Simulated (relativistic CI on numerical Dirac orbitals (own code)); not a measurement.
## Tc2+: 4s photoemission

Computed with this model: Dirac-Coulomb-Breit CI, KLI orbitals optimised for each configuration, model QED (radiative potential, 1s self-energy scaled to tabulated hydrogen-like ionisation energies), valence Slater integrals scaled by 0.7, multiplet model of photoemission in the sudden approximation; configurations [Kr] 4d5 → [Ar] 3d10 4s 4p6 4d5; 300 K; Lorentzian 2.8 eV and Gaussian 0.6 eV FWHM. Energies are those of the free ion, without screening or charge transfer. The energies are binding energies and can lie tens of eV above those of solids. Without intra-shell correlation the exchange splitting of an s hole comes out too large, often by half or more. S is read from ⟨S²⟩ = S(S + 1).

Field parameters in Wybourne normalisation: Oh B⁴₀ = 21Dq, B⁴₄ = √(5/14) B⁴₀. The field is a parameter set, without covalency.

Computed curve for free ion, scaled to 100 at the maximum (points under 2 are left out and the grid is thinned):

Energy (eV), Intensity and a bar:
```
     89.2        2.1 
     90.0        2.4 
     90.8        2.8 
     91.2        3.0 
     92.0        3.6 
     92.8        4.3 #
     93.6        5.3 #
     94.4        6.7 #
     94.8        7.6 ##
     95.6       10.1 ##
     96.4       14.1 ####
     97.2       21.0 ######
     98.0       33.8 ##########
     98.4       44.1 #############
     99.2       74.8 ######################
    100.0      100.0 ##############################
    100.8       82.1 #########################
    101.6       51.1 ###############
    102.0       40.6 ############
    102.8       28.5 ########
    103.6       24.4 #######
    104.4       25.9 #######
    104.8       29.0 ########
    105.6       41.9 ############
    106.4       63.7 ###################
    107.2       72.0 #####################
    108.0       51.5 ###############
    108.4       39.9 ############
    109.2       23.8 #######
    110.0       15.2 ####
    110.8       10.5 ###
    111.6        7.7 ##
    112.0        6.7 #
    112.8        5.2 #
    113.6        4.2 #
    114.4        3.5 
    115.2        2.9 
    115.6        2.7 
    116.4        2.3 
    117.2        2.0
```

The ground state has S = 2.49, and the centroid lies at 102.97 eV.
